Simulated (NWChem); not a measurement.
Species: GeSiH3I, singlet; SMILES [Ge]([I])[SiH3]

```xyz
6

Ge     0.8382    -0.9263    -0.5412
I     -0.1549     1.1154     0.6424
Si    -1.1716    -2.3154    -0.0885
H     -1.0230    -3.6993    -0.6461
H     -2.3774    -1.6839    -0.7130
H     -1.3909    -2.4251     1.3890
```
Atoms are numbered in this order, from 1.

Level: PBE0/def2-SVP with def2 effective core potentials on I (NWChem), optimised geometry, unscaled harmonic frequencies. Low-valent species are run as closed-shell singlets; no triplet was tried in these runs. def2 effective core potentials on I; no spin-orbit coupling.

Q: List the harmonic frequencies with IR intensities, and the thermochemistry.

A: 
```json
[
 {"frequency (cm⁻¹)": "68", "IR intensity (km/mol)": "0.5"},
 {"frequency (cm⁻¹)": "94", "IR intensity (km/mol)": "0.7"},
 {"frequency (cm⁻¹)": "235", "IR intensity (km/mol)": "25.4"},
 {"frequency (cm⁻¹)": "310", "IR intensity (km/mol)": "10.2"},
 {"frequency (cm⁻¹)": "378", "IR intensity (km/mol)": "18.3"},
 {"frequency (cm⁻¹)": "477", "IR intensity (km/mol)": "8.3"},
 {"frequency (cm⁻¹)": "838", "IR intensity (km/mol)": "261.6"},
 {"frequency (cm⁻¹)": "916", "IR intensity (km/mol)": "55.1"},
 {"frequency (cm⁻¹)": "933", "IR intensity (km/mol)": "30.6"},
 {"frequency (cm⁻¹)": "2199", "IR intensity (km/mol)": "90.7"},
 {"frequency (cm⁻¹)": "2213", "IR intensity (km/mol)": "78.9"},
 {"frequency (cm⁻¹)": "2220", "IR intensity (km/mol)": "73.4"}
]
```

```yaml
zero_point_energy: 15.5 kcal/mol
thermal correction to the enthalpy at 298.15 K (with zero-point energy): 19.9 kcal/mol
heat capacity Cv: 17.7 cal/(mol K)
entropy at 298.15 K and 1 atm (symmetry number 1): 84.1 cal/(mol K)
```

Rigid rotor and harmonic oscillator; modes under 100 cm⁻¹ make the entropy uncertain.
